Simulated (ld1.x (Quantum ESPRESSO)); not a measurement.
## Scattering properties, ultrasoft potential for Se (Z = 34)

```
Element                 : selenium (Se)
Generator               : ld1.x (Quantum ESPRESSO) 7.5
Type                    : ultrasoft
Functional              : PBE
Relativity              : scalar-relativistic
Frozen core             : [Ar]
Valence charge          : 16
Reference configuration : 3d10 4s2 4p3 (charge +1)
Partial waves           : 4s (bound): rcut 1.50, rcutus 1.70 bohr; 4s channel at -0.35 Ry: rcut 1.50, rcutus 1.70 bohr; 4p (bound): rcut 1.25, rcutus 1.60 bohr; 4p channel at -0.7 Ry: rcut 1.25, rcutus 1.60 bohr; 3d (bound): rcut 0.75, rcutus 0.95 bohr; 3d channel at -3.7 Ry: rcut 0.75, rcutus 0.95 bohr
Local potential         : all-electron potential smoothed inside 1.05 bohr (lloc = -2)
Core correction         : none
Augmentation charge     : PSQ, inside the norm-conserving radii
```

The phase is arctan(r·u′/u) with u = r·R(r), unwrapped; energies in Ry, scanned from -7 to 5 Ry. A pole is an energy at which the radial function vanishes at the test radius. The pseudo phase is shifted by a multiple of π to meet the all-electron one at the reference energy, and phase errors are pseudo minus all-electron; the curves can meet again beyond the range given. Levels narrower than the energy grid can be missing from the lists of poles.

| channel | radius (bohr) | reference energy (Ry) | poles, all-electron | poles, pseudo | unbroken range about the reference energy with phases within 0.05 rad | phase error 1 Ry above the reference energy (rad) |
| --- | --- | --- | --- | --- | --- | --- |
| s | 1.85 | -1.97 | 1.03 | 1.02 | below 4.7 | +0.000 |
| p | 1.85 | -1.13 | 2.79 | 2.74 | the whole range | -0.000 |
| d | 1.85 | -4.68 | -4.60 | -4.60 | the whole range | +0.000 |

Phases in the d channel:

```
E (Ry)  all-electron  pseudo
 -7.00         1.348   1.348
 -6.74         1.342   1.342
 -6.48         1.335   1.335
 -6.22         1.327   1.327
 -5.96         1.317   1.317
 -5.70         1.303   1.303
 -5.44         1.284   1.284
 -5.18         1.249   1.249
 -4.92         1.131   1.131
 -4.66        -1.393  -1.394
 -4.40        -1.729  -1.729
 -4.14        -1.783  -1.783
 -3.88        -1.810  -1.810
 -3.62        -1.829  -1.829
 -3.36        -1.846  -1.846
 -3.10        -1.862  -1.862
 -2.84        -1.879  -1.879
 -2.58        -1.896  -1.896
 -2.32        -1.915  -1.915
 -2.06        -1.936  -1.936
 -1.80        -1.960  -1.960
 -1.54        -1.987  -1.988
 -1.28        -2.020  -2.020
 -1.02        -2.058  -2.059
 -0.76        -2.106  -2.106
 -0.50        -2.164  -2.164
 -0.24        -2.239  -2.239
  0.02        -2.336  -2.337
  0.28        -2.466  -2.468
  0.54        -2.642  -2.644
  0.80        -2.876  -2.878
  1.06        -3.163  -3.167
  1.32        -3.469  -3.473
  1.58        -3.744  -3.747
  1.84        -3.961  -3.963
  2.10        -4.122  -4.125
  2.36        -4.243  -4.244
  2.62        -4.333  -4.335
  2.88        -4.404  -4.404
  3.14        -4.459  -4.460
  3.40        -4.504  -4.505
  3.66        -4.542  -4.542
  3.92        -4.574  -4.574
  4.18        -4.601  -4.601
  4.44        -4.625  -4.625
  4.70        -4.646  -4.646
  4.96        -4.665  -4.665
```
